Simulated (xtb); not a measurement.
B(F)(H)(OAc) (C₂H₄BFO₂), SMILES O(C(C)=O)BF. All values are semi-empirical tight-binding results from xtb (GFN2-xTB unless named), good for trends rather than for accurate numbers. Geometry optimised at GFN2-xTB. The structure was generated by enumeration, and PubChem lists no compound with its InChIKey, so it may never have been made. Other conformers were not sampled.

```
Property                                         Value
---------------------------------------  -------------
orbital gap                                    4.66 eV
dipole moment                                   3.57 D
zero-point energy                        40.8 kcal/mol
G − E(el) at 298.15 K (modified RRHO)    21.2 kcal/mol
static polarisability (D4 model)            47.5 bohr³
solvation energy, GFN2-xTB/ALPB(water)   -3.9 kcal/mol
solvation energy, GFN2-xTB/ALPB(hexane)  -4.4 kcal/mol
```

**Question.** Give the IR lines (harmonic; lines under 4 % of the strongest left out, lines within 3 cm⁻¹ merged). (Estimate from the structure and the level; the computed values follow.)

**Answer.** ν (cm⁻¹): 478 (w), 580 (w), 751 (m), 802 (w), 990 (w), 1006 (w), 1106 (w), 1173 (s), 1300 (vs), 1362 (w), 1435 (w), 1817 (s), 2668 (m) (against the strongest line: vs over 80 %, s over 45 %, m over 15 %, w over 4 %, vw less)
